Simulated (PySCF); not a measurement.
# Hg2Br2: one run

Hg2Br2 (singlet). PySCF 2.14.0, RKS CAM-B3LYP, Hg def2-SVP with ECP60, Br def2-SVP; non-relativistic Hamiltonian with scalar-relativistic core potentials where named; density fitting; no spin-orbit coupling. Purpose: singlet excitations, Tamm-Dancoff CAM-B3LYP.

```python
mol = gto.M(atom='''
Hg     0.00000     0.00000     1.18511
Hg    -0.00000    -0.00000    -3.27463
Br     2.44342    -0.00000     1.19707
Br    -2.44342     0.00000     1.19707''',
    basis={'Hg': 'def2-SVP', 'Br': 'def2-SVP'},
    ecp={'Hg': 'def2-SVP'},
    charge=0, spin=0)
mf = dft.RKS(mol, xc='CAMB3LYP')
mf.grids.atom_grid = (50, 194)
mf = mf.density_fit()  # fitting sets: Hg def2-universal-JKFIT, Br def2-universal-JKFIT
mf.conv_tol = 1e-08; mf.max_cycle = 55
mf.kernel(dm0)  # dm0: converged density of the relaxed state
td = mf.TDA(); td.nstates = 8; td.kernel()
```

Run from Python with OMP_NUM_THREADS=2; the lines above give its settings. Where DIIS fails, smearing, a level shift and second-order steps follow.
It took 2.2 min on 2 threads of Arm Neoverse V1, with other jobs on the host, from an already converged density.

(1) Where do the frontier levels lie, over both spins?

(2) What are the Mulliken charges and spins?

(3) Which singlet excitations follow (Tamm-Dancoff, 8 states)?

The geometry was relaxed with B3LYP (Hg def2-SVP with ECP60, Br def2-SVP).

Results:

(1) HOMO -8.91 eV, LUMO -1.75 eV. 

(2) 
```csv
atom,charge (e),spin (e)
Hg1,0.501,0.000
Hg2,0.005,0.000
Br3,-0.253,0.000
Br4,-0.253,0.000
```

(3) 
```tsv
state	eV	oscillator strength
1	4.37	0.0000
2	4.37	0.0000
3	4.84	0.0435
4	4.89	0.0115
5	5.25	0.0525
6	6.24	0.1135
7	6.49	0.4898
8	6.57	0.0000
```
